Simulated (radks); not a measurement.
The chromium ion Cr2+, configuration [Ar] 3d3 6p1 (not the ground configuration). Method: scalar-relativistic Kohn-Sham, PBE, spin-unpolarised, spherical densities, finite nucleus; Fermi nuclear charge, rms radius 3.6452 fm; computed with a radial shooting solver on a logarithmic mesh with Libxc functionals.

Unscreened Slater integrals over Kohn-Sham orbitals (cm^-1).

integral,value
"F0(6p,6p)",19740
"F2(6p,6p)",10612
"F0(6p,3d)",28370
"F2(6p,3d)",2701.6
"G1(6p,3d)",873.63
"G3(6p,3d)",866.35
"F0(6p,3p)",28580
"F2(6p,3p)",2349.2
"G0(6p,3p)",587.75
"G2(6p,3p)",733.29
"F0(6p,3s)",28640
"G1(6p,3s)",716.82
"F0(3d,3d)",181870
"F2(3d,3d)",85332
"F4(3d,3d)",53327
"F0(3d,3p)",194830
"F2(3d,3p)",93063
"G1(3d,3p)",115580
"G3(3d,3p)",70225
"F0(3d,3s)",199520
"G2(3d,3s)",88168
"F0(3p,3p)",211220
"F2(3p,3p)",106150
"F0(3p,3s)",216630
"G1(3p,3s)",144000
"F0(3s,3s)",222560

Derived for the open shells (J is the average intra-shell exchange parameter used in DFT+U). 3d: Racah B = F2/49 - 5 F4/441 = 1137 cm^-1, C = 35 F4/441 = 4232 cm^-1, C/B = 3.72, F4/F2 = 0.625, J = (F2 + F4)/14 = 9904 cm^-1. 6p: J = F2/5 = 2122 cm^-1.
